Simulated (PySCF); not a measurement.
Compound: C6H9O2P.
Structure used (PBE0-D3(BJ)/def2-SVP), in Å, numbered top down from 1:
```
atom  x, y, z in Å
C1    -1.4469    1.8152    0.0218
P2    -0.9982    0.4118    1.1393
C3    -1.9742   -0.9562    0.3033
O4    -1.9492   -0.9732   -1.0903
C5     0.6472   -0.0076    0.4903
C6     1.8588   -0.1065    1.1177
C7     2.8158   -0.4807    0.1245
C8     2.1210   -0.5873   -1.0415
O9     0.8179   -0.3036   -0.8382
H10   -2.4437    2.1858    0.3047
H11   -0.7244    2.6329    0.1544
H12   -1.4698    1.4973   -1.0299
H13   -3.0237   -0.8318    0.6181
H14   -1.6182   -1.9038    0.7562
H15   -1.0232   -0.9989   -1.3651
H16    2.0353    0.0694    2.1767
H17    3.8821   -0.6487    0.2589
H18    2.4058   -0.8445   -2.0590
```

Computed with PySCF at PBE0/pcSseg-1 and CAM-B3LYP/def2-SVPD, non-relativistic, on one gas-phase PBE0-D3(BJ)/def2-SVP geometry that isn't relaxed in the solvent. The solvent is an IEF-PCM continuum (cavity from Bondi-type radii × 1.2). The model holds no explicit solvent molecules, cavitation or dispersion.

Gas phase at PBE0/pcSseg-1: HOMO -6.82 eV, LUMO -0.44 eV, dipole 2.03 D.

**Question.** What does the continuum do to the energy, the frontier levels and the dipole at PBE0/pcSseg-1 in dichloromethane and water?

**Answer.** 
```
        solvent      ε  E(solvent) − E(gas) (kJ/mol)  polarisation term (kJ/mol)  distortion of the solute (kJ/mol)  HOMO (eV)  LUMO (eV)  dipole (D)
dichloromethane   8.93                        -22.12                      -23.89                               1.77      -6.81      -0.33        2.36
          water  78.36                        -26.25                      -28.75                               2.50      -6.80      -0.33        2.42
```

The first energy column is the sum of the next two and covers electrostatics alone. From dichloromethane to water the lowering changes by a factor 1.19, Onsager's factor (ε − 1)/(2ε + 1) by 1.17 and ε itself by 8.8.

**Question.** Which radius a makes the point-dipole formula ΔE = −[(ε − 1)/(2ε + 1)]·μ²/a³ give the value in water, with the gas-phase dipole?

**Answer.** μ = 0.798 au and |ΔE| = 0.01000 Eh give a = 1.67 Å; the farthest nucleus lies 3.95 Å from the centroid of the nuclei, so such a sphere wouldn't even hold the nuclei. The formula assumes a rigid point dipole at the centre of a sphere.

**Question.** Give the dipole vector in the frame of the coordinates (D, pointing from negative to positive charge), gas and water.

**Answer.** Gas (2.03, -0.02, -0.04), solvent (2.41, -0.10, -0.17). Its length changes by +19 % and its direction by 4°.

**Question.** Which Hirshfeld charges (PBE0/pcSseg-1) respond most in dichloromethane (means over atoms taken as equivalent)?

**Answer.** 
```json
{"atoms": "O4", "environment": "alcohol oxygen", "gas (e)": "-0.226", "solvent (e)": "-0.241", "change": "-0.015"}
{"atoms": "P2", "environment": "phosphine phosphorus", "gas (e)": "+0.134", "solvent (e)": "+0.122", "change": "-0.012"}
{"atoms": "H18", "environment": "aromatic hydrogen", "gas (e)": "+0.068", "solvent (e)": "+0.078", "change": "+0.010"}
{"atoms": "H17", "environment": "aromatic hydrogen", "gas (e)": "+0.061", "solvent (e)": "+0.067", "change": "+0.006"}
{"atoms": "C5", "environment": "substituted aromatic carbon", "gas (e)": "-0.006", "solvent (e)": "-0.011", "change": "-0.005"}
{"atoms": "H13/H14", "environment": "methylene hydrogen", "gas (e)": "+0.038", "solvent (e)": "+0.042", "change": "+0.004"}
{"atoms": "H15", "environment": "hydroxyl hydrogen", "gas (e)": "+0.128", "solvent (e)": "+0.133", "change": "+0.005"}
{"atoms": "H16", "environment": "aromatic hydrogen", "gas (e)": "+0.060", "solvent (e)": "+0.064", "change": "+0.004"}
{"atoms": "C6", "environment": "aromatic CH carbon", "gas (e)": "-0.082", "solvent (e)": "-0.086", "change": "-0.004"}
{"atoms": "C7", "environment": "aromatic CH carbon", "gas (e)": "-0.086", "solvent (e)": "-0.089", "change": "-0.003"}
{"atoms": "C8", "environment": "aromatic CH next to a ring oxygen", "gas (e)": "+0.012", "solvent (e)": "+0.014", "change": "+0.002"}
{"atoms": "H10/H11/H12", "environment": "methyl hydrogen", "gas (e)": "+0.040", "solvent (e)": "+0.042", "change": "+0.002"}
```

**Question.** How do the nuclear quadrupole coupling constants eQVzz/h respond in dichloromethane?

**Answer.** 
```json
{"nucleus": "17O at O4", "Q (barn)": "-0.0256", "gas (MHz)": "11.31", "solvent (MHz)": "11.10", "η gas": "0.95", "η solvent": "0.95"}
{"nucleus": "17O at O9", "Q (barn)": "-0.0256", "gas (MHz)": "-8.62", "solvent (MHz)": "-8.60", "η gas": "0.11", "η solvent": "0.10"}
```

Gas phase at CAM-B3LYP/def2-SVPD: HOMO -8.16 eV, LUMO 0.56 eV, dipole 2.11 D.

**Question.** What does the continuum do to the energy, the frontier levels and the dipole at CAM-B3LYP/def2-SVPD in dichloromethane?

**Answer.** 
| solvent | ε | E(solvent) − E(gas) (kJ/mol) | polarisation term (kJ/mol) | distortion of the solute (kJ/mol) | HOMO (eV) | LUMO (eV) | dipole (D) |
| --- | --- | --- | --- | --- | --- | --- | --- |
| dichloromethane | 8.93 | -21.48 | -23.70 | 2.22 | -8.05 | 0.70 | 2.52 |

The atom shares or the degeneracy of the HOMO differ from the gas phase in dichloromethane, so that column needn't follow one orbital.

**Question.** How does the static polarisability (CAM-B3LYP/def2-SVPD, frozen core, with the continuum's full static response) change?

**Answer.** 
```tsv
medium	isotropic (au)	principal values (au)	⟨r²⟩ of the electrons (bohr²)
gas	102.7	85.1, 97.7, 125.4	1399.2
dichloromethane	136.2	113.3, 134.1, 161.3	1398.6
```

The isotropic value in dichloromethane is 1.33 times the gas-phase one; no cavity-field correction is applied. ⟨r²⟩ is taken about the centre of nuclear charge.
